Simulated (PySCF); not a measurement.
Spin-rotation constants: SMILES C/C=N\N=C(/C)C(F)(F)F, C₅H₇F₃N₂

Geometry (Å), atoms numbered from 1 in this order:
```xyz
17

C     2.667   -0.025   -0.237
C     2.006   -0.355    1.060
N     0.790   -0.642    1.227
N    -0.154   -0.893    0.409
C    -1.118   -0.164    0.021
C    -1.315    1.304    0.249
C    -2.197   -0.851   -0.774
F    -2.300   -0.332   -2.016
F    -2.003   -2.162   -0.921
F    -3.413   -0.695   -0.216
H     3.487   -0.717   -0.420
H     1.957   -0.089   -1.059
H     3.083    0.981   -0.198
H     2.614   -0.354    1.955
H    -0.498    1.698    0.848
H    -2.258    1.479    0.768
H    -1.353    1.829   -0.706
```

Computed, not measured: GIAO B97-2/pcSseg-1 magnetisability, rotational g tensor and spin-rotation constants, non-relativistic, gas phase in PySCF. Geometry: GFN2-xTB.

(1) Give the nuclear spin-rotation constants along the inertial axes (H = +C I·J) beside the isotropic shieldings.

## Answers

(1) Rotational constants 2.5482, 0.7145, 0.6869 GHz. A star marks the isotopologue with that one atom substituted, in its own axes.
| atom | isotope | Caa (kHz) | Cbb (kHz) | Ccc (kHz) | mean (kHz) | σ (ppm) |
| --- | --- | --- | --- | --- | --- | --- |
| N3 | 14N | 0.752 | 0.063 | 0.125 | 0.313 | -102.8 |
| N4 | 14N | 0.767 | 0.129 | 0.065 | 0.321 | -111.9 |
| F8 | 19F | 3.664 | 1.005 | 0.623 | 1.764 | 253.3 |
| F9 | 19F | 3.929 | 0.629 | 0.725 | 1.761 | 269.1 |
| F10 | 19F | 2.929 | 1.035 | 0.755 | 1.573 | 256.4 |
| H11 | 1H | -0.160 | -0.019 | -0.073 | -0.084 | 30.0 |
| H12 | 1H | -0.030 | -0.083 | -0.047 | -0.053 | 30.1 |
| H13 | 1H | -0.200 | -0.025 | -0.059 | -0.095 | 30.1 |
| H14 | 1H | 0.082 | -0.072 | -0.031 | -0.007 | 25.5 |
| H15 | 1H | 0.008 | -0.059 | -0.080 | -0.044 | 30.0 |
| H16 | 1H | -0.142 | -0.044 | -0.051 | -0.079 | 29.8 |
| H17 | 1H | -0.266 | -0.069 | 0.003 | -0.110 | 29.9 |
| C1 | 13C* | 0.417 | 0.092 | 0.086 | 0.199 | 169.5 |
| C2 | 13C* | 0.944 | 0.130 | 0.241 | 0.438 | 62.8 |
| C5 | 13C* | 0.923 | 0.246 | 0.135 | 0.434 | 64.2 |
| C6 | 13C* | 0.381 | 0.090 | 0.084 | 0.185 | 174.4 |
| C7 | 13C* | 0.801 | 0.215 | 0.208 | 0.408 | 57.2 |

For the geometry as given, no vibrational averaging.
